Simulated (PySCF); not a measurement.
C2H8BNO, SMILES CN(C)BO.

Coordinates come from a TPSSh-D3(BJ)/def2-SVP optimisation. The structure was generated by enumeration, and PubChem lists no compound with its InChIKey, so it may never have been made. The values are those of a single conformer.

Two levels are set side by side: TDDFT-PBE/def2-SVPD (PySCF) and TDDFT-PBE0/def2-SVPD (PySCF). Vertical, same geometry. The lowest singlet is HOMO→LUMO 100 % with PBE and HOMO→LUMO 99 % with the other functional; states are paired by order. Differences are taken from unrounded values.

```
quantity                               TDDFT-PBE0  TDDFT-PBE  TDDFT-PBE minus TDDFT-PBE0
-------------------------------------  ----------  ---------  --------------------------
lowest singlet excitation (eV)               6.01       5.20                       -0.81
lowest triplet excitation (TDA) (eV)         5.84       5.12                       -0.72
first bright state (f over 0.05) (eV)        7.13       6.57                       -0.57
its oscillator strength                      0.21       0.20                       -0.02
```

Functionals without exact exchange tend to place singlet excitations lower, as here. Differences between two approximate levels are no errors against the true value.

Rough cost on one machine, each run with all the roots and properties that it gave: TDDFT-PBE0 against TDDFT-PBE about 4 times.
